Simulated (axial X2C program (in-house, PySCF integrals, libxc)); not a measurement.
# Worked dissociation energy of GaSe: TPSS, without spin–orbit coupling

Computed with an in-house all-electron X2C program for linear molecules (integrals from PySCF). Spin-free means the one-electron spin-free X2C Hamiltonian. Basis: Se dyall-cv3z [8s9p6d4f1g], Ga dyall-cv3z [9s9p7d4f1g] (cores contracted in-house); Gaussian nuclei, density fitting, unrestricted open shells. Masses: Se 79.917 u, Ga 68.926 u.

Molecular state: M_S = 1/2, Λ = 0 (beyond evenly filled blocks: σα).

* E(Se) (2M_S = 2, M_L = 0): -2429.831260 hartree
* E(Ga) (2M_S = 1, M_L = 0): -1943.880707 hartree
* E(GaSe) at Re: -4373.839444 hartree
* ωe: 320.0 cm⁻¹
* ωexe: 1.21 cm⁻¹

Question: Work out De and D0.

Answer: De = -2429.831260 + (-1943.880707) − (-4373.839444) = 0.12748 hartree = 3.469 eV. The zero-point energy is ωe/2 − ωexe/4 = 160 cm⁻¹ = 0.020 eV, so D0 = 3.449 eV.

The state is one determinant whose occupation by symmetry is held fixed; it was picked as the lowest of a PBE0 search that is not exhaustive. Dissociation energies refer to the lowest single-determinant-based atoms at the same level and basis. PBE0 can misorder states that lie within some tenths of an eV, so this need not be the ground state of the molecule. The nearest other spin-free determinant of the search, M_S = 1/2, Λ = 1, lies 0.42 eV up at the distance of the search. Spin-free De lacks the spin–orbit lowering of the heavy p-block atom, a tenth of an eV or more for 4p and 5p, up to an eV for 6p and one to two eV for 7p atoms, less what an open-shell molecule gains itself.

Each atomic determinant is the lowest at this level and need not be a pure term. Totals compare only within one Hamiltonian and basis.
